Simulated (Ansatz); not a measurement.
```yaml
crystal:
  periodic: [false, false, false]
  atoms:
    - {symbol: C, position_ang: [-0.172306, -2.031080, 0.657257]}
    - {symbol: O, position_ang: [0.019826, -0.662695, 0.354213]}
    - {symbol: Si, position_ang: [0.622523, -0.080248, -1.108024]}
    - {symbol: C, position_ang: [0.429783, 1.743650, -0.805304]}
    - {symbol: F, position_ang: [1.642066, 2.378141, -0.499341]}
    - {symbol: In, position_ang: [-0.870195, 1.554252, 0.997608]}
    - {symbol: H, position_ang: [-0.907378, -2.480454, -0.017406]}
    - {symbol: H, position_ang: [0.770716, -2.579830, 0.577488]}
    - {symbol: H, position_ang: [-0.537014, -2.110080, 1.681467]}
    - {symbol: H, position_ang: [2.010054, -0.581515, -1.287548]}
    - {symbol: H, position_ang: [-0.259657, -0.605686, -2.187391]}
    - {symbol: H, position_ang: [-0.044101, 2.285507, -1.627122]}
    - {symbol: H, position_ang: [-2.558725, 1.303609, 0.739987]}
    - {symbol: H, position_ang: [-0.145601, 1.866421, 2.524108]}
basis:
  gaussian: {orbitals: def2-SVP}
magnetization: {spin_polarized: true, initial_magnetization: 0}
hamiltonian: {xc: {name: wB97X}}
scf: {max_iter: 3}
```

```sh
$ ansatz run in.yaml --threads 2 --pin off --events-out ev --progress --plain --max-ram 22528MiB --backend cpu
```

Output, abridged:

```
Error: invalid value for `basis.gaussian`: such a run doesn't read scf.max_iter; remove what it names
```

In this input the input holds a key that doesn't belong there. The input was rejected before any iteration.
